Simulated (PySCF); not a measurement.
methyl(silyloxy)silane (CH8OSi2), SMILES O([SiH2]C)[SiH3].

The structure is a stationary point at PBE0-D3(BJ)/def2-SVP. One conformer was computed; it need not be the lowest.

These are ωB97X/def2-TZVP run with PySCF values and carry that method's errors.

Isolated molecule, no solvent.

Computed frontier levels, gap, dipole moment and polarisability:
The highest occupied level is -10.94 eV, the lowest empty level comes out as 2.04 eV and the orbital gap is 12.98 eV. The dipole moment is 0.64 D, the quadrupole, principal values (traceless, Buckingham form, about the centre of nuclear charge) is -1.97, -1.41, 3.39 D·Å and the mean static polarisability is 66.0 bohr³ (9.78 Å³). The polarisability, principal values comes out as 61.4, 63.4, 73.3 bohr³.
